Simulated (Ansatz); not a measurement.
`[NH2][AlH][BH]F` + `Cl[SiH2][GeH3]` → `F[BH][AlH2]` + `[NH2][GeH2][SiH2]Cl`  (redistribution)

Isolated molecules relaxed with PBE0-D4/def2-TZVP in Ansatz; ΔE leaves out vibrations. CBS: MP2 limit from def2 TZ/QZ plus the TZ coupled-cluster correction, frozen cores. DFT in def2-TZVPP. B3LYP here is the variant with VWN-RPA as its local correlation; programs differ in this. For Ge outer-core shells are correlated without core-valence functions, which leaves a few kJ/mol of doubt a bond. Scalar relativity is left out up to krypton. One conformer a species, not always the lowest.

`[NH2][AlH][BH]F`:

Cartesian coordinates in Å:
```
N 0.251 1.535 -0.512
Al -0.727 0.218 0.153
B 0.257 -1.698 0.410
F 1.519 -1.822 0.009
H -0.069 2.474 -0.682
H 1.220 1.444 -0.775
H -2.240 0.553 0.507
H -0.210 -2.704 0.890
```

`Cl[SiH2][GeH3]`:

```xyz
8

Cl    1.965   -0.984   -1.435
Si    0.823   -0.782    0.270
Ge   -0.909    0.795   -0.137
H     0.274   -2.119    0.608
H     1.720   -0.336    1.366
H    -0.301    2.158   -0.502
H    -1.777    0.956    1.123
H    -1.795    0.313   -1.295
```

`F[BH][AlH2]`:

Z-matrix (Å, degrees):
```
B
Al 1 2.161
F 1 1.329 2 120.8
H 1 1.210 2 125.0 3 -180.0
H 2 1.592 1 120.9 3 91.2
H 2 1.592 1 120.9 3 -91.3
```

`[NH2][GeH2][SiH2]Cl`:

Z-matrix (Å, degrees):
```
Ge
Si 1 2.383
N 1 1.845 2 107.4
H 1 1.537 2 111.4 3 -116.3
H 1 1.553 2 109.0 3 124.3
Cl 2 2.060 1 110.2 3 65.8
H 2 1.485 1 111.1 3 -174.5
H 2 1.486 1 110.9 3 -53.4
H 3 1.011 1 114.0 2 64.8
H 3 1.011 1 113.6 2 -170.5
```

| level | ΔE (kcal/mol) | difference from CCSD(T)/CBS |
| --- | --- | --- |
| PBE-D4 | 26.5 | -0.5 |
| r2SCAN-D4 | 27.8 | 0.8 |
| PBE0-D4 | 26.2 | -0.8 |
| B3LYP-D4 | 26.8 | -0.2 |
| ωB97X-V | 26.0 | -1.0 |
| ωB97M-V | 26.9 | -0.1 |
| B2PLYP | 27.2 | 0.2 |
| PBE | 26.9 | -0.1 |
| r2SCAN | 27.9 | 0.9 |
| PBE0 | 26.6 | -0.4 |
| B3LYP | 27.4 | 0.4 |
| HF/def2-TZVPP | 25.0 | -2.0 |
| MP2/def2-TZVPP | 26.7 | -0.3 |
| SCS-MP2/def2-TZVPP | 26.1 | -0.9 |
| CCSD/def2-TZVPP | 26.4 | -0.6 |
| CCSD(T)/def2-TZVPP | 26.5 | -0.5 |
| HF/def2-QZVPP | 25.3 | -1.7 |
| MP2/def2-QZVPP | 27.1 | 0.1 |
| SCS-MP2/def2-QZVPP | 26.5 | -0.5 |
| HF/CBS(def2) | 25.3 | -1.7 |
| MP2/CBS(def2) | 27.3 | 0.3 |
| CCSD/CBS(def2) | 26.9 | -0.1 |
| CCSD(T)/CBS | 27.0 | 0 |

Largest T1 diagnostic among the species: 0.014.

In def2-TZVPP, CCSD(T) changes the Hartree–Fock value by +1.4 kcal/mol (the triples alone add +0.1 kcal/mol) and MP2 by +1.7 kcal/mol.
